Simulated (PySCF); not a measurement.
EPR parameters of C4H2F3

Compound: C4H2F3 (doublet state).
SMILES with atom numbers: `[CH2:1]=[C:2][C:3]([F:4])=[C:5]([F:6])[F:7]` (hydrogens: H8, H9 on C1)

Structure used (GFN2-xTB), in Å, numbered top down from 1:
```xyz
9
C4H2F3 angstrom
C      1.5239    0.8860    0.8798
C      0.4847    0.2081    0.5412
C     -0.6086   -0.5055    0.2164
F     -1.2157   -1.2416    1.1792
C     -1.1863   -0.5642   -1.0380
F     -2.2613   -1.2719   -1.3507
F     -0.7076    0.1086   -2.0817
H      1.4585    1.9053    1.2401
H      2.5261    0.4811    0.8158
```

The hyperfine couplings belong to this conformer and change with its torsions.

Level of theory: UKS B3LYP, pcH-1 on C F H, non-relativistic, mean-field spin-orbit, GIAO (PySCF 2.14.0). Isolated species at its GFN2-xTB geometry, gas phase. Couplings are sensitive to structure, and on GFN2-xTB geometries they can be far from those on DFT ones. Stability of the SCF solution: not tested. ⟨S²⟩ is 0.777 where a pure state has 0.75.

* g1, g2, g3: 2.00193, 2.00325, 2.00419
* g_iso: 2.00312
* Form of g: rhombic: the two nearest values differ by 42 % of g3 − g1
* ⟨S²⟩: 0.7766 (exact 0.7500)
* α and β electrons: 27, 26

Hyperfine couplings atom by atom, in G; T1 to T3 are the principal values of the dipolar part; ρ(0) is the spin density at the nucleus (MHz turned into gauss with g_iso; 10 G = 1 mT):

| atom | isotope | a_iso | T1 | T2 | T3 | Mulliken spin population | ρ(0) (bohr⁻³) |
| --- | --- | --- | --- | --- | --- | --- | --- |
| C1 | 13C | -15.0 | -3.6 | 0.9 | 2.7 | -0.12 | -0.0375 |
| C2 | 13C | 18.7 | -19.4 | -14.4 | 33.7 | 0.60 | 0.0467 |
| C3 | 13C | -23.4 | -10.9 | 4.7 | 6.2 | -0.21 | -0.0584 |
| F4 | 19F | -8.3 | -27.1 | 7.6 | 19.5 | -0.01 | -0.0055 |
| C5 | 13C | 27.0 | -22.4 | -21.9 | 44.4 | 0.56 | 0.0674 |
| F6 | 19F | 37.5 | -64.5 | -52.6 | 117.2 | 0.04 | 0.0250 |
| F7 | 19F | 33.4 | -57.5 | -44.2 | 101.7 | 0.03 | 0.0222 |
| H8 | 1H | 40.9 | -1.1 | -0.8 | 1.9 | 0.05 | 0.0257 |
| H9 | 1H | 40.7 | -1.1 | -0.8 | 1.9 | 0.05 | 0.0256 |

Largest spin populations (Mulliken): C2 (+0.60), C5 (+0.56), C3 (-0.21) and C1 (-0.12). The positive populations add up to 1.34 and the negative ones to -0.34, together 2S = 1.

Axes: g2 points within 3° of the C1–C2 bond.

Under fast tumbling the dipolar parts average out, and these isotropic splittings remain: 2 × 1H (H8/H9, I = 1/2, 3 lines) with 4.08 mT, 1 × 19F (F6, I = 1/2, 2 lines) with 3.75 mT, 1 × 19F (F7, I = 1/2, 2 lines) with 3.34 mT and 1 × 19F (F4, I = 1/2, 2 lines) with 0.83 mT.

Nuclei that the bonding pattern makes equivalent are averaged, as if the motion that swaps them (rotation, inversion, ring flip) were fast.

The 13C coupling of C5 (75.7 MHz) shows only in satellite lines or after enrichment, since that isotope makes up about 1.07 % of natural carbon.
